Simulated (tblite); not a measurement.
Species: C₇H₁₂N (doublet state).
SMILES with atom numbers: `[CH3:1][CH2:2][C@@H:3]1[CH2:4][C:5](=[N:6])[C@@H:7]1[CH3:8]` (hydrogens: H9, H10, H11 on C1; H12, H13 on C2; H14 on C3; H15, H16 on C4; H17 on C7; H18, H19, H20 on C8)

The geometry is computed with GFN2-xTB (gas phase). This method treats the open shell by occupation alone, without spin polarisation.

List the bond lengths, angles and torsions at this level.

```tsv
bond	length (pm)	order
C1–C2	152.5	single
C2–C3	152.3	single
C3–C4	153.5	single
C4–C5	153.1	single
C5=N6	120.6	double
C5–C7	155.4	single
C7–C8	151.4	single
C3–C7	154.4	single
C1–H9, C1–H10, C1–H11	108.8	single
C2–H12	109.2	single
C2–H13	109.1	single
C3–H14	109.3	single
C4–H15	108.8	single
C4–H16	108.9	single
C7–H17	109.2	single
C8–H18, C8–H19, C8–H20	108.8	single
```

Bonds in one row agree within 1 pm and their mean is given. Orders are formal, as drawn. A selection of angles:
```tsv
angle	degrees
C1–C2–C3	111.0
C2–C3–C4	115.7
C2–C3–C7	118.2
C4–C3–C7	89.6
C3–C4–C5	91.1
C4–C5–N6	136.7
C4–C5–C7	89.3
N6–C5–C7	134.0
C5–C7–C8	112.6
C3–C7–C5	89.9
C3–C7–C8	119.4
```

Dihedral angles: C1–C2–C3–C4 -74° (synclinal); C2–C3–C4–C5 -124° (anticlinal); C3–C4–C5–N6 -178° (antiperiplanar); C4–C5–C7–C8 120° (anticlinal); C2–C3–C7–C5 122° (anticlinal).

The 4-membered ring C3–C4–C5–C7 has internal angles of 89.3° to 91.1°; it is almost planar, 0.02 Å rms from its mean plane, widest ring torsion 2°. The 7 C–C bonds span 1.514 Å (C7–C8, drawn single) to 1.554 Å (C5–C7, drawn single), a spread of 0.040 Å. C5 (carbon bonded to 2 C and N) is planar (angles 136.7°, 134.0° and 89.3°, sum 360.0°, 0.00 Å off the plane of its three neighbours). Of the pairs four or more bonds apart, H13···H19 is among the closest relative to their van der Waals radii: 2.33 Å, 97 % of the sum of Bondi's values.

Point group: C1 (no symmetry element, even within 0.4 Å). Its GFN2-xTB frequencies are all real (lowest 30 cm⁻¹).

One conformer stands for the species.
